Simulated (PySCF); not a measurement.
Compound: C8H12.
SMILES: `C=CCC(=C)/C=C\C`

The closed-shell SCF was solved with PySCF and density fitting under several settings on one GFN2-xTB geometry (grid level 2 and gas phase unless stated).

```json
{"settings": "PBE0/pcSseg-1", "basis functions": "196", "SCF cycles": "13", "E (Eh)": "-311.5789", "HOMO (eV)": "-6.47", "LUMO (eV)": "-0.57", "dipole (D)": "0.63"}
{"settings": "PBE0/def2-SVPD", "basis functions": "256", "SCF cycles": "13", "E (Eh)": "-311.4099", "HOMO (eV)": "-6.49", "LUMO (eV)": "-0.63", "dipole (D)": "0.67"}
{"settings": "wB97X/pcseg-1, start guess sap", "basis functions": "172", "SCF cycles": "13", "E (Eh)": "-311.8599", "HOMO (eV)": "-8.69", "LUMO (eV)": "1.54", "dipole (D)": "0.61"}
{"settings": "HCTH407/def2-SVPD", "basis functions": "256", "SCF cycles": "15", "E (Eh)": "-311.8000", "HOMO (eV)": "-5.64", "LUMO (eV)": "-1.68", "dipole (D)": "0.67"}
{"settings": "HCTH407/pcseg-1, IEF-PCM tetrahydrofuran, level shift 0.2 Eh", "basis functions": "172", "SCF cycles": "11", "E (Eh)": "-311.9385", "HOMO (eV)": "-5.60", "LUMO (eV)": "-1.58", "dipole (D)": "0.98"}
{"settings": "HF/pcSseg-0, fitting basis def2-universal-jkfit, start guess vsap", "basis functions": "96", "SCF cycles": "11", "E (Eh)": "-309.0855", "HOMO (eV)": "-8.60", "LUMO (eV)": "3.39", "dipole (D)": "0.47"}
{"settings": "HF/ANO-RCC-VDZP", "basis functions": "172", "SCF cycles": "11", "E (Eh)": "-309.9527", "HOMO (eV)": "-8.46", "LUMO (eV)": "2.36", "dipole (D)": "0.61"}
```

Question: Estimate the row for these settings: PBE0/6-31G-J.

Answer: 
```csv
settings,basis functions,SCF cycles,E (Eh),HOMO (eV),LUMO (eV),dipole (D)
PBE0/6-31G-J,144,13,-311.5998,-6.24,-0.20,0.63
```

Question: Over all rows, what range does the HOMO–LUMO gap span?

Answer: From 3.96 eV (HCTH407/def2-SVPD) to 11.99 eV (HF/pcSseg-0, fitting basis def2-universal-jkfit, start guess vsap). The functional of the narrowest has no exact exchange, that of the widest 100 % exact exchange.

Question: And the dipole moment?

Answer: From 0.47 D (HF/pcSseg-0, fitting basis def2-universal-jkfit, start guess vsap) to 0.98 D (HCTH407/pcseg-1, IEF-PCM tetrahydrofuran, level shift 0.2 Eh); the largest is 2.09 times the smallest, and the median is 0.63 D.

Question: Compare two rows with the functional PBE0: PBE0/6-31G-J and PBE0/pcSseg-1. Which energy is lower, and by how much?

Answer: PBE0/6-31G-J (144 functions) lies 0.0209 Eh or 13 kcal/mol below PBE0/pcSseg-1 (196 functions). The smaller set gives the lower energy; the two sets aren't nested, so the variational bound doesn't order them by size.

Cycle counts include a coarse-grid stage where the run had one. ANO-RCC sets were contracted for a scalar-relativistic Hamiltonian, but ran non-relativistically here. One conformer (not necessarily the lowest) at the GFN2-xTB geometry, without vibrations or thermal averaging.

Shape of the structure used: `[CH2:1]=[CH:2][CH2:3][C:4](=[CH2:5])/[CH:6]=[CH:7]\[CH3:8]`: C1–C2–C3–C4 -123°, C2–C3–C4–C5 32°, C3–C4–C6–C7 -29°.
